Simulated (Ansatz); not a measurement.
`NC(F)[TeH]` + `[SiH3]S` → `S[SiH2][TeH]` + `NCF` at 500 K and 1 bar (formal exchange of groups at a Te–C bond).

Isolated molecules relaxed with PBE0-D4/def2-TZVP in Ansatz; ΔE leaves out vibrations. CBS: MP2 limit from def2 TZ/QZ plus the TZ coupled-cluster correction, frozen cores. Elements past krypton have def2 core potentials. For Te outer-core shells are correlated without core-valence functions, which leaves a few kJ/mol of doubt a bond. Each species was taken in one conformer, which may not be the lowest.

```
       species  CCSD(T)/CBS energy (Eh)  H − E (kJ/mol)  S (J/(mol·K))
  `NC(F)[TeH]`               -462.65439           177.7          381.1
     `[SiH3]S`               -689.27336           117.6          310.5
`S[SiH2][TeH]`               -957.02579           127.8          395.6
         `NCF`               -194.94856           177.4          292.6
```

H − E and S are ideal-gas, rigid-rotor, harmonic terms from PBE0-D4/def2-TZVP, for one conformer and one mirror image of each species. 1 Eh = 2625.50 kJ/mol, R = 8.31446 J/(mol·K).

Task: By hand: ΔE, ΔH, ΔS and ΔG.

Result: ΔE = (-957.02579) + (-194.94856) − (-462.65439) − (-689.27336) = -0.04660 Eh = -122.3 kJ/mol. Δ(H − E) = 127.8 + 177.4 − 177.7 − 117.6 = 9.9, so ΔH = -112.4 kJ/mol. ΔS = 395.6 + 292.6 − 381.1 − 310.5 = -3.4 J/(mol·K). ΔG = -112.4 − 500 × (-3.4)/1000 = -110.7 kJ/mol.

Task: By hand: the equilibrium constant, and the temperature at which ΔG would vanish if ΔH and ΔS stayed fixed.

Result: log₁₀ K = −ΔG/(RT ln 10) = 11.6. ΔG = 0 at ΔH/ΔS = 33059 K, far beyond where these terms or the molecules hold.

The number of gas molecules stays the same, so ΔS is small and ΔH decides. A doubt of 5 kJ/mol in ΔE shifts log₁₀ K by 0.5 here. Other conformers and mirror images would add mixing entropy, several J/(mol·K) or more a flexible species. These are equilibria of isolated gas molecules and say nothing of rates. Largest T1 diagnostic: 0.012 (customary marks: 0.02 for closed shells, 0.045 for open ones).
